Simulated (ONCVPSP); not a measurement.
## Ranking ONCV potentials for Ge

All share these settings but for the change named:

Ge (Z = 32), optimised norm-conserving Vanderbilt (ONCV), made with ONCVPSP 4.0.1 (PBEsol, fully relativistic). Core [Ne], reference 3s2 3p6 3d10 4s1.5 4p2.5. Waves: 3s+4s: rc 1.00 bohr, ncon 5, nbas 9, qcut 12.2 1/bohr, 2 projectors; 3p+4p: rc 0.95 bohr, ncon 4, nbas 7, qcut 18.4 1/bohr, 2 projectors; 3d: rc 0.65 bohr, ncon 5, nbas 9, qcut 14.6 1/bohr, 2 projectors, debl 3.5 Ha. Local part: polynomial inside 0.40 bohr (lpopt 5, dvloc0 0 Ha). Core correction: Teter function, fcfact 4, rcfact 1.2.

Open shells are filled in proportion to 2j + 1.

Test errors are all-electron minus pseudo excitation energies from the reference, over 3s2 3p6 3d10 4s2 4p2; 3s2 3p6 3d10 4s2 4p1; 3s2 3p6 3d10 4s2 4p0; 3s2 3p6 3d10 4s1 4p3. None of these files shows a bound ghost.

The base gives 1.9 meV.

Of 8 variants that were run, those that failed, showed a ghost or another fault, or gave nearly equal values are left out.

A variant can come out equal or close to the base, since the largest error may sit in a test that the change hardly touches while other tests move.

Task: Rank these variants by their largest absolute test error, smallest first.
A. all radii but the core radius scaled by about 1.10 (s 1.10, p 1.04, d 0.72 bohr); local potential polynomial inside 0.44 bohr (lpopt 5, dvloc0 0 Ha)
B. all radii but the core radius scaled by about 0.95 (s 0.96, p 0.90, d 0.62 bohr); local potential polynomial inside 0.38 bohr (lpopt 5, dvloc0 0 Ha)
C. all radii but the core radius scaled by about 1.32 (s 1.32, p 1.26, d 0.86 bohr); local potential polynomial inside 0.52 bohr (lpopt 5, dvloc0 0 Ha)

Result: C (1.2 meV), A (1.7 meV), B (2.0 meV).
